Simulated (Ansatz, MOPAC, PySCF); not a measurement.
Pair of molecules: HF (SMILES F) (first 2 atoms) with C4H6 (SMILES C=CC=C); geometry from B3LYP-D3(BJ)/def2-TZVP, rigid monomers moved along the line of their centres of mass till H2···C3 is 2.01 Å.
(charge 0, multiplicity 1):
```xyz
12

F      0.53605     0.01969     0.24787
H      0.65459     0.24954     1.14775
C      1.13727     1.30462     2.78600
C      0.68990     0.11272     3.19962
C     -0.70259    -0.18923     3.48021
C     -1.13039    -1.38341     3.88976
H      0.46309     2.14155     2.64510
H      2.18820     1.48311     2.60278
H      1.39689    -0.70004     3.34185
H     -1.41335     0.61959     3.33929
H     -2.17577    -1.57365     4.09050
H     -0.44365    -2.20919     4.03400
```

Monomers are frozen at their geometry in the pair; levels with a basis set take the counterpoise correction. Rows marked so take none.

Cores are frozen in the correlated methods. Rows in 3-21G, 6-31G*, STO-3G carry no dispersion term and start afresh at each structure (6-31G* with six Cartesian d functions). MP2/6-31G* freezes PySCF's default core. The state that AM1, PM3, PM6 reach isn't checked.

Run with Ansatz (Gaussian basis) for Hartree–Fock, density functionals and correlated methods; MOPAC for AM1, PM3, PM6 (differences of heats of formation); PySCF for 3-21G rows, 6-31G* rows, STO-3G rows, the dispersion terms. 

Other levels give for the interaction energy: PBE/def2-TZVPPD -4.27; B3LYP/def2-TZVPPD -2.99; B3LYP-D3(BJ)/def2-TZVPPD -4.61; wB97M-V/def2-TZVPPD -4.32; CCSD(T)/aug-cc-pVDZ -2.55 kcal/mol.

Task: What do these common cheap choices give for the same quantity: AM1, PM3, PM6, HF/STO-3G (no counterpoise), HF/6-31G*, B3LYP/3-21G (no counterpoise), MP2/6-31G*, MP2/6-31G* (no counterpoise)?

Result: AM1 3.72; PM3 0.02; PM6 1.61; HF/STO-3G (no counterpoise) 3.03; HF/6-31G* 0.07; B3LYP/3-21G (no counterpoise) -4.86; MP2/6-31G* -1.04; MP2/6-31G* (no counterpoise) -4.01 kcal/mol. They span -4.86 to 3.72 kcal/mol.

Ansatz is a quantum-chemistry and plane-wave program.
